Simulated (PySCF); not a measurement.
silylarsine (H5AsSi), singlet, at a GFN2-xTB geometry; HF/cc-pVDZ run with PySCF.

PySCF was given this input:
```python
from pyscf import gto, scf

mol = gto.Mole()
mol.atom = '''
    Si   -1.492962    0.170531    0.316143
    As    0.753713   -0.075921   -0.219040
    H    -2.293675   -0.779902   -0.466881
    H    -1.939011    1.525361   -0.034321
    H    -1.819090   -0.044947    1.730894
    H     0.886343   -1.320446    0.609663
    H     1.194382    0.737893    0.962948
'''
mol.basis = 'cc-pvdz'
mol.charge = 0
mol.spin = 0
mol.verbose = 4
mol.build()

mf = scf.RHF(mol)
mf.kernel()
```

It wrote (shortened):

```
PySCF version 2.14.0

[INPUT] verbose = 4
[INPUT] num. atoms = 7
[INPUT] num. electrons = 52
[INPUT] charge = 0
[INPUT] spin (= nelec alpha-beta = 2S) = 0
[INPUT] symmetry False subgroup None
[INPUT] Mole.unit = angstrom
[INPUT] Symbol           X                Y                Z      unit          X                Y                Z       unit  Magmom
[INPUT]  1 Si    -1.492962000000   0.170531000000   0.316143000000 AA   -2.821289294383   0.322256885748   0.597423686198 Bohr   0.0
[INPUT]  2 As     0.753713000000  -0.075921000000  -0.219040000000 AA    1.424311146524  -0.143469897103  -0.413925610325 Bohr   0.0
[INPUT]  3 H     -2.293675000000  -0.779902000000  -0.466881000000 AA   -4.334417568762  -1.473801184001  -0.882277222763 Bohr   0.0
[INPUT]  4 H     -1.939011000000   1.525361000000  -0.034321000000 AA   -3.664199742519   2.882514531093  -0.064857290321 Bohr   0.0
[INPUT]  5 H     -1.819090000000  -0.044947000000   1.730894000000 AA   -3.437581895935  -0.084937520121   3.270915610653 Bohr   0.0
[INPUT]  6 H      0.886343000000  -1.320446000000   0.609663000000 AA    1.674945522425  -2.495281302277   1.152096098281 Bohr   0.0
[INPUT]  7 H      1.194382000000   0.737893000000   0.962948000000 AA    2.257054868110   1.394415679234   1.819707992198 Bohr   0.0

nuclear repulsion = 167.27401853342
number of shells = 26
number of NR pGTOs = 153
number of NR cGTOs = 70
basis = cc-pvdz
ecp = {}

******** <class 'pyscf.scf.hf.RHF'> ********
method = RHF
initial guess = minao
damping factor = 0
level_shift factor = 0
DIIS = <class 'pyscf.scf.diis.CDIIS'>
diis_start_cycle = 1
diis_space = 8
diis_damp = 0
SCF conv_tol = 1e-09
SCF conv_tol_grad = None
SCF max_cycles = 50
direct_scf = True
direct_scf_tol = 1e-13
Set gradient conv threshold to 3.16228e-05
Initial guess from minao.
init E= -2525.06035055816
  HOMO = -0.287250507082018  LUMO = 0.0785573898652639  gap/eV = 9.95414
cycle= 1 E= -2525.97622852757  delta_E= -0.916  |g|= 0.214  |ddm|= 1.85
  HOMO = -0.367773725618722  LUMO = 0.122490402119014  gap/eV = 13.34077
cycle= 2 E= -2525.99978458186  delta_E= -0.0236  |g|= 0.061  |ddm|= 0.265
  HOMO = -0.364871530574059  LUMO = 0.139874392822323  gap/eV = 13.73484
cycle= 3 E= -2526.00203070953  delta_E= -0.00225  |g|= 0.0196  |ddm|= 0.0924
  HOMO = -0.365456913855497  LUMO = 0.139105619923854  gap/eV = 13.72985
cycle= 4 E= -2526.00230188076  delta_E= -0.000271  |g|= 0.00349  |ddm|= 0.0387
  HOMO = -0.366373243772262  LUMO = 0.138874599072472  gap/eV = 13.74849
cycle= 5 E= -2526.00231340476  delta_E= -1.15e-05  |g|= 0.000943  |ddm|= 0.0107
  HOMO = -0.366360344077924  LUMO = 0.138934418117959  gap/eV = 13.74977
cycle= 6 E= -2526.00231427669  delta_E= -8.72e-07  |g|= 0.000201  |ddm|= 0.00321
  HOMO = -0.366394159119667  LUMO = 0.13893545339543  gap/eV = 13.75072
cycle= 7 E= -2526.00231431803  delta_E= -4.13e-08  |g|= 3.93e-05  |ddm|= 0.000768
  HOMO = -0.366389555456553  LUMO = 0.138937462168756  gap/eV = 13.75065
cycle= 8 E= -2526.00231431957  delta_E= -1.53e-09  |g|= 9.43e-06  |ddm|= 0.000132
  HOMO = -0.366391575341492  LUMO = 0.138936455281324  gap/eV = 13.75068
cycle= 9 E= -2526.00231431965  delta_E= -8.73e-11  |g|= 2.37e-06  |ddm|= 2.95e-05
  HOMO = -0.366391089404254  LUMO = 0.138936759859932  gap/eV = 13.75067
Extra cycle  E= -2526.00231431967  delta_E= -1.36e-11  |g|= 9.27e-07  |ddm|= 5.08e-06
converged SCF energy = -2526.00231431967
```
